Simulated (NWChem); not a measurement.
System: Si2N2H6O; SMILES O[SiH]1N[SiH2]N1

Input file for NWChem:

```
start job
memory heap 200 mb stack 900 mb global 1100 mb
geometry units angstroms noautosym nocenter noautoz
  O     -0.546755    -2.216713     0.004205
  Si     0.418642    -0.866938     0.002211
  N      0.082492     0.360198    -1.193013
  Si    -0.169624     1.615806    -0.004638
  N      0.092523     0.367660     1.195946
  H     -1.498184    -2.040032     0.054573
  H      1.770419    -1.467715     0.009496
  H     -0.084758     0.311126    -2.185420
  H     -1.520568     2.249277    -0.022538
  H      0.826382     2.725399     0.013441
  H      0.377469     0.432098     2.161435
end
basis spherical
  * library def2-svp
end
dft
  xc pbe0
  iterations 150
end
cosmo
  do_cosmo_smd true
  solvent meg
end
task dft energy
```

Coordinates come from a B3LYP/6-31G* (spherical d) optimisation. Solvent: ethylene glycol.

Level: PBE0/def2-SVP with SMD (1 M gas to 1 M solution), gas-phase geometry. Reactions with the solvent are ignored.

Question: Predict the main results of this run. (PBE0/def2-SVP, SMD on the gas-phase geometry.) Quantities: solvation free energy (kcal/mol); cavity-dispersion-structure term (kcal/mol); dipole in solution (D).

Answer: The solvation free energy (kcal/mol) is -4.5, the cavity-dispersion-structure term (kcal/mol) comes out as 3.3 and the dipole in solution (D) is 1.65.
